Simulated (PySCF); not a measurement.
A PySCF script (with the pyscf-properties extension) for the NMR shieldings of `C(CC)[C@H]1CN[SiH2]C1`, C6H15NSi, on a PBE0-D3(BJ)/def2-SVP geometry:

```python
import basis_set_exchange as bse
import numpy as np
from pyscf import gto, dft
from pyscf.prop import nmr

atoms = """
C     3.623739    0.044848   -0.054100
C     2.225753   -0.534107    0.095005
C     1.129343    0.437268   -0.324335
C    -0.283008   -0.135614   -0.291328
C    -0.716209   -0.619193    1.100561
N    -2.148883   -0.832280    1.057276
Si   -2.961866    0.130111   -0.135493
C    -1.347967    0.856255   -0.792391
H     3.746094    0.954146    0.556315
H     3.831084    0.323339   -1.100010
H     4.398070   -0.672423    0.259474
H     2.138657   -1.457602   -0.505215
H     2.068924   -0.842265    1.143004
H     1.167085    1.335493    0.320077
H     1.337851    0.795730   -1.348006
H    -0.313475   -1.020613   -0.955086
H    -0.186551   -1.551729    1.362648
H    -0.413905    0.139435    1.856343
H    -2.563870   -1.313355    1.843118
H    -3.751633   -0.675882   -1.123493
H    -3.901680    1.169074    0.404117
H    -1.299915    1.004125   -1.881591
H    -1.193802    1.844314   -0.322179
"""
names = dict.fromkeys(["C", "N", "Si", "H"], "pcSseg-1")
basis = {el: gto.basis.parse(bse.get_basis(n, elements=[el], fmt="nwchem")) for el, n in names.items()}
mol = gto.M(atom=atoms, basis=basis, charge=0, verbose=0)
mf = dft.RKS(mol, xc="PBE0")
mf.grids.level = 2
mf.grids.alignment = dft.numint.BLKSIZE   # the property module wants whole blocks of grid points
mf.conv_tol = 1e-9
mf.kernel()

calc = nmr.RKS(mf)   # GIAO
C = mf.mo_coeff
Co = C[:, mf.mo_occ > 0]
resp = mf.gen_response(singlet=True, hermi=2)
def vind(x):   # induced exchange potential for any number of trial vectors
    d = np.einsum("pi,xij,qj->xpq", C, 2 * x.reshape(-1, C.shape[1], Co.shape[1]), Co, optimize=True)
    return np.einsum("xpq,pi,qj->xij", resp(d - d.transpose(0, 2, 1)), C, Co, optimize=True).ravel()
mo1, _ = nmr.rhf.solve_mo1(calc, with_cphf=vind)
sigma = calc.kernel(mo1)
for i, s in enumerate(sigma):   # ppm
    w = np.linalg.eigvalsh((s + s.T) / 2)
    print("%2d %-2s iso %8.1f  s11 %8.1f  s22 %8.1f  s33 %8.1f" % (i, mol.atom_pure_symbol(i), w.mean(), *w))
```

Q: What are the results?

A: 
```
 0 C  iso    167.4  s11    155.3  s22    160.7  s33    186.3
 1 C  iso    159.1  s11    147.5  s22    159.7  s33    170.1
 2 C  iso    142.0  s11    119.7  s22    135.9  s33    170.2
 3 C  iso    142.4  s11    126.5  s22    140.4  s33    160.3
 4 C  iso    130.9  s11    109.0  s22    128.0  s33    155.6
 5 N  iso    243.6  s11    191.0  s22    229.6  s33    310.4
 6 Si iso    374.6  s11    333.0  s22    356.2  s33    434.7
 7 C  iso    166.9  s11    148.5  s22    158.0  s33    194.3
 8 H  iso     30.4  s11     26.1  s22     28.8  s33     36.3
 9 H  iso     30.4  s11     26.2  s22     28.5  s33     36.4
10 H  iso     30.1  s11     25.3  s22     27.2  s33     37.6
11 H  iso     30.2  s11     24.9  s22     30.8  s33     34.8
12 H  iso     30.1  s11     23.9  s22     32.3  s33     34.2
13 H  iso     30.3  s11     26.3  s22     31.4  s33     33.4
14 H  iso     29.8  s11     24.5  s22     31.0  s33     33.9
15 H  iso     29.6  s11     26.0  s22     28.6  s33     34.2
16 H  iso     28.0  s11     21.9  s22     29.3  s33     32.9
17 H  iso     28.9  s11     23.2  s22     29.3  s33     34.1
18 H  iso     31.4  s11     21.4  s22     28.4  s33     44.4
19 H  iso     26.4  s11     22.9  s22     23.6  s33     32.6
20 H  iso     26.4  s11     23.0  s22     23.7  s33     32.4
21 H  iso     30.3  s11     25.9  s22     27.6  s33     37.3
22 H  iso     30.7  s11     26.1  s22     29.3  s33     36.7
```

These numbers come from an equivalent density-fitted implementation of the same equations, which agrees with the script to about 0.01 ppm for H and up to a few tenths of a ppm for heavy atoms, so last digits may differ.

Q: Turn these shieldings into chemical shifts. Chemical shifts δ = σref − σ; ¹³C (σref 184.41), ²⁹Si (σref 351.99), ¹H (σref 31.27) against TMS; ¹⁵N (σref 265.67) vs NH3, all at this level.

A: Averaging equivalent atoms: C 4: 53.5; C 2: 42.5; C 3: 42.0; C 1: 25.3; C 7: 17.5; C 0: 17.0; N 5: 22.0; Si 6: -22.6; H 19: 4.91; H 20: 4.89; H 16: 3.25; H 17: 2.40; H 15: 1.68; H 14: 1.47; H 12: 1.13; H 11: 1.10; H 8/9/10: 0.98; H 21: 0.97; H 13: 0.94; H 22: 0.60; H 18: -0.16 ppm. Experimental scales use liquid or dissolved standards, which lie at an offset from isolated NH3 (liquid NH3: subtract about 20 ppm).

Size and cost of the density-fitted run: 218 basis functions, 92 s wall time on 1 thread of an AMD EPYC, shared host; peak memory 1 GiB.
